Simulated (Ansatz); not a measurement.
Geometry optimisation, RHF/def2-SVP in Ansatz 0.2.0.

Input:

```yaml
crystal:
  periodic: [false, false, false]
  atoms:
    - { symbol: Ge, position_ang: [0.317464, -0.010185, -0.184165] }
    - { symbol: H, position_ang: [0.238383, -0.079352, 1.353961] }
    - { symbol: H, position_ang: [1.764884, 0.204054, -0.641559] }
    - { symbol: H, position_ang: [-0.552394, 1.150827, -0.673133] }
    - { symbol: H, position_ang: [-0.209467, -1.328416, -0.761974] }
    - { symbol: P, position_ang: [-2.780637, 0.205088, 1.401829] }
    - { symbol: H, position_ang: [-2.781049, -0.850306, 0.463352] }
    - { symbol: H, position_ang: [-3.571506, -0.47334, 2.355604] }
    - { symbol: H, position_ang: [-1.531479, -0.130469, 1.975886] }
basis:
  gaussian: { orbitals: def2-SVP }
hamiltonian:
  xc: hf
relax:
  f_tol: 0.03
  max_steps: 50
```

Run as:

```bash
$ ansatz run input.yaml --threads 1 --pin off --max-ram 2048MiB --backend cpu --events-out ev --progress --plain --runs-dir out
```

Problem. Where does it end, and by what steps?

Solution. The run converged. The force dipped under the threshold on the way, but the program's further checks kept it going. After 14 steps the energy has fallen by 0.342 eV; H9 moved furthest, 1.34 Å.

```csv
step,energy less start (eV),largest force component (eV/Å),accepted
0,0.0000,0.599,yes
1,-0.1957,0.205,yes
2,-0.2954,0.078,yes
3,-0.3272,0.059,yes
4,-0.3303,0.245,yes
5,-0.3348,0.113,yes
6,-0.3382,0.048,yes
7,-0.3398,0.061,yes
8,-0.3409,0.069,yes
9,-0.3413,0.114,yes
10,-0.3418,0.078,yes
11,-0.3420,0.043,yes
12,-0.3422,0.020,yes
13,-0.3423,0.059,yes
14,-0.3424,0.028,yes
```

```xyz
9
Properties=species:S:1:pos:R:3
Ge 1.131 0.002 -0.597
H 1.413 -0.065 0.908
H 2.436 0.280 -1.351
H 0.127 1.127 -0.879
H 0.544 -1.334 -1.067
P -3.959 0.147 1.997
H -3.599 -0.669 0.900
H -4.510 -0.904 2.766
H -2.687 0.105 2.612
```

Time of the run: 18 s on 1 thread of Arm Neoverse V2 (shared host), peak memory 0.18 GiB.
